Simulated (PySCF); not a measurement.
System: sum formula AlOF₂H, net charge 0, singlet state. 
Geometry from a B3LYP-D3(BJ)/def2-TZVP (Ansatz) optimisation:
```
Al
F 1 1.6384
F 1 1.6431 2 118.54
O 1 1.6783 2 118.97 3 180.00
H 4 0.9580 1 124.22 2 180.00
```

Dispersion corrections to the total energy (kcal/mol) from the dftd3 and dftd4 libraries through PySCF: D3(BJ) without and D4 with the three-body term, each with the damping fitted for the functional named.

```tsv
functional	D3(BJ)	D4
r2SCAN	-0.32	-0.36
BHLYP	-1.88	___
PBE	-1.22	-1.58
BP86	-2.08	-2.11
B2GP-PLYP	___	-0.65
TPSS	-1.56	-2.14
B2PLYP	-1.10	___
```

### Question
Fill in the missing entries.

### Answer

- BHLYP, D4: -2.00
- B2GP-PLYP, D3(BJ): -1.05
- B2PLYP, D4: -1.09
